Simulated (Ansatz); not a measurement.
Reaction: H2SiO (oxosilane, SMILES O=[SiH2]) → H2SiO+ (parent SMILES O=[SiH2], doublet) + e-
Each species at its own B3LYP-D3(BJ)/def2-TZVP minimum (Ansatz, a first-principles code).

Property: adiabatic ionisation energy (electronic), in eV. Radicals and triplets start from unrestricted determinants; spin-orbit coupling is neglected. CBS(X,Y): correlation extrapolated as X^-3, Hartree-Fock from the larger set (Q,5: extrapolated as (X+1)exp(-9√X)). A bracket is a step between two methods taken in the basis named. Functionals run without relativity, which enters their misses. Double hybrids freeze cores in their MP2 part. '+ core + X2C': CCSD(T) terms for core correlation (cc-pwCVTZ, 1s frozen past Ne) and scalar relativity (cc-pVTZ-DK). The T1 diagnostic of H2OSi (O=[SiH2], singlet) reaches 0.025 in the sets run. The spin of H2OSi+ (parent SMILES O=[SiH2], doublet) was assumed, and the state is the lowest solution found for it.

CCSD(T)/CBS(cc-pV(Q+d)Z,cc-pV(5+d)Z) + [CCSDT(Q) - CCSD(T)]/cc-pV(T+d)Z + [CCSDTQ - CCSDT(Q)]/cc-pV(D+d)Z + core + X2C (Ansatz) gives 10.71 eV.

Task: What does PBE/def2-TZVPD (Ansatz) give here, and how do the other levels compare?

Result: PBE gives 10.53 eV, 0.18 eV below it. Differences of the others: r2SCAN/def2-TZVPD (Ansatz) -0.28; B3LYP/def2-TZVPD (Ansatz) -0.19; PBE0/def2-TZVPD (Ansatz) -0.31; B2PLYP/def2-TZVPD (Ansatz) -0.14; CCSD(T)/CBS(cc-pV(Q+d)Z,cc-pV(5+d)Z) + core + X2C (Ansatz) 0.00 eV.
